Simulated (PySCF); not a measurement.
Core-level binding energies of (HSi)4NH6 adamantane

Compound: (HSi)4NH6 adamantane, H10N6Si4.
Z-matrix (Å and degrees, PBE0-D3(BJ)/def2-SVP geometry), rows numbered from 1:
```
Si
H   1  1.4887
N   1  1.7485  2  113.48
Si  3  1.7624  1  113.89  2  -178.01
H   4  1.4880  3  110.27  1   177.91
N   4  1.7543  3  109.32  1    55.55
Si  6  1.7510  4  113.50  3   -54.28
H   7  1.4888  6  111.80  4   178.41
N   7  1.7550  6  108.13  4    55.27
N   7  1.7549  6  105.39  4   -59.59
Si 10  1.7522  7  114.82  6    59.47
H  11  1.4881 10  111.78  7   179.74
N  11  1.7494 10  108.52  7    56.00
N   4  1.7467  3  105.16  1   -58.82
H   3  1.0192  1  112.78  2   -44.42
H   6  1.0179  4  114.47  3    82.41
H   9  1.0194  1  114.72  2   -44.13
H  10  1.0202  7  113.21  6   -72.53
H  13  1.0181  1  114.47  2    40.72
H  14  1.0202  4  111.43  3   -71.17
```

Computed, not measured: delta-SCF UKS SCAN, pcX-2 on the ionised atom, pcseg-1 elsewhere, spin-free X2C (PySCF). Each binding energy is the total energy of the core-ionised species, with the hole localised on one atom, minus that of the ground state; both are solved self-consistently, so orbital relaxation is included.

List the computed XPS lines with their assignment.

```csv
atom(s),environment,level,binding energy (eV),2p1/2 (eV),count
Si1/Si4/Si7/Si11,silicon bonded to 3 N and H,Si 2p3/2,107.04,107.66,4
Si1/Si4/Si7/Si11,silicon bonded to 3 N and H,Si 1s,1847.11,–,4
N3 (×6),nitrogen bonded to 2 Si and H,N 1s,403.68,–,6
```

Express the binding energy of Si 1s of Si1/Si4/Si7/Si11 in atomic units and per mole.

1847.11 eV = 67.8800 Eh = 178219 kJ/mol.

What is the longest wavelength that can ionise Si 1s of Si1/Si4/Si7/Si11 vertically?

λ = hc/E = 12398.42 eV Å / 1847.11 eV = 6.712 Å.

Topologically equivalent atoms share the value of their first member; where this conformer doesn't relate them by symmetry, their own values could differ. The 2p values add to the ΔSCF energy of one spin-free hole a correction within the shell (spin–orbit coupling, ligand field). 2p1/2 minus 2p3/2 (ligand field included): Si 0.62 eV. Isolated species at its PBE0-D3(BJ)/def2-SVP geometry (one conformer only).
